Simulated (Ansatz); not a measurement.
Reaction (ligand exchange at the Si–N bond): `[SiH3]N[SiH](Cl)Cl` + `F[SiH](F)S` → `F[SiH](F)S[SiH](Cl)Cl` + `N[SiH3]`

Calculated with Ansatz (gas phase, PBE0-D4/def2-TZVP geometries, no zero-point term in ΔE). CCSD(T)/CBS is the MP2 limit (def2-TZVPP, def2-QZVPP) plus CCSD(T) − MP2 in def2-TZVPP, frozen cores. This one scheme is used for every species. Functionals use def2-TZVPP. Each species was taken in one conformer, which may not be the lowest.

Question: Is it downhill or uphill in electronic energy at CCSD(T)/CBS, and by how much? (Best estimate.)

Answer: Computed: Uphill: ΔE = +17.5 kJ/mol.

Question: What do these levels give: LDA (SPW92), PBE-D4, PBE0, RPA@PBE/def2-TZVPP, MP2/def2-SVP, CCSD/def2-SVP? (Estimate.)

Answer: The calculation gave: LDA (SPW92) 13.6, PBE-D4 6.6, PBE0 13.1, RPA@PBE/def2-TZVPP 23.9, MP2/def2-SVP 22.6, CCSD/def2-SVP 27.0 kJ/mol.

Largest T1 diagnostic among the species: 0.012.

Leaving LDA and LC-ωPBE aside and taking each functional with its dispersion term where it has one, the values, not all of them listed here, spread over 16.8 kJ/mol, from revPBE-D4 to CAM-B3LYP-D4. LDA lies +3.8 kJ/mol from PBE without D4. In def2-TZVPP, CCSD(T) changes the Hartree–Fock value by −9.8 kJ/mol (the triples alone add −2.8 kJ/mol) and MP2 by −14.6 kJ/mol. At CCSD(T), def2-SVP lies +7.7 kJ/mol from the extrapolated value and def2-TZVPP +4.5 kJ/mol.
